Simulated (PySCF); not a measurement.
Two-component Hartree-Fock for Yb⁴⁹⁺ (ytterbium, charge +49)

Start: [Ar] 3d3; 3d3/2 filled at m_j = -1/2, +1/2, +3/2. Calculated with PySCF 2.14 in an even-tempered Gaussian basis (15 s from 13 bohr⁻², ratio 2.8; 12 p from 16 bohr⁻², ratio 2.8; 8 d from 16 bohr⁻², ratio 2.8; 3 f from 53 bohr⁻², ratio 3): generalised Hartree-Fock with the X2C-1e Hamiltonian and a Gaussian nucleus; one run each with spin-orbit coupling (SO) switched off, then screened by Boettger's factors.

```json
{"spinor shell": "1s1/2", "electrons": "2", "ε, spin-free (eV)": "-64768.1", "ε, screened SO (eV)": "-64748.6", "weight of nominal j (screened SO)": "1.000", "rms radius, screened SO (bohr)": "0.0223"}
{"spinor shell": "2s1/2", "electrons": "2", "ε, spin-free (eV)": "-13609.4", "ε, screened SO (eV)": "-13601.4", "weight of nominal j (screened SO)": "1.000", "rms radius, screened SO (bohr)": "0.0894"}
{"spinor shell": "2p1/2", "electrons": "2", "ε, spin-free (eV)": "-12366.2", "ε, screened SO (eV)": "-13125.8", "weight of nominal j (screened SO)": "1.000", "rms radius, screened SO (bohr)": "0.0762"}
{"spinor shell": "2p3/2", "electrons": "4", "ε, spin-free (eV)": "-12366.2", "ε, screened SO (eV)": "-12044.4", "weight of nominal j (screened SO)": "1.000", "rms radius, screened SO (bohr)": "0.0828"}
{"spinor shell": "3s1/2", "electrons": "2", "ε, spin-free (eV)": "-5096.8", "ε, screened SO (eV)": "-5094.2", "weight of nominal j (screened SO)": "1.000", "rms radius, screened SO (bohr)": "0.221"}
{"spinor shell": "3p1/2", "electrons": "2", "ε, spin-free (eV)": "-4710.8", "ε, screened SO (eV)": "-4908.9", "weight of nominal j (screened SO)": "1.000", "rms radius, screened SO (bohr)": "0.210"}
{"spinor shell": "3p3/2", "electrons": "4", "ε, spin-free (eV)": "-4710.8", "ε, screened SO (eV)": "-4625.2", "weight of nominal j (screened SO)": "1.000", "rms radius, screened SO (bohr)": "0.223"}
{"spinor shell": "3d3/2", "electrons": "3", "ε, spin-free (eV)": "-4348.6", "ε, screened SO (eV)": "-4372.2", "weight of nominal j (screened SO)": "0.997", "rms radius, screened SO (bohr)": "0.191"}
```

```csv
quantity,spin-free,screened SO
E (hartree),-11905.86318,-11921.93613
M_J,3/2,3/2
⟨J²⟩,6.750,3.773
⟨L²⟩,12.000,7.752
⟨S²⟩,3.750,2.096
```

Each row is a mean over spinors that exchange with the open shell spreads, by up to 23.064 eV (3p1/2).

Breit and QED terms are absent; they matter most for the inner s and p1/2 levels.

Densities and radii are taken from the X2C orbitals without a picture-change correction, which distorts them close to the nucleus.

Without spin-orbit coupling the j labels of p, d and f shells carry no meaning; the spin-free column gives the mean over the occupied spinors of each nl shell, and its ⟨J²⟩ belongs to a mixture of degenerate components.
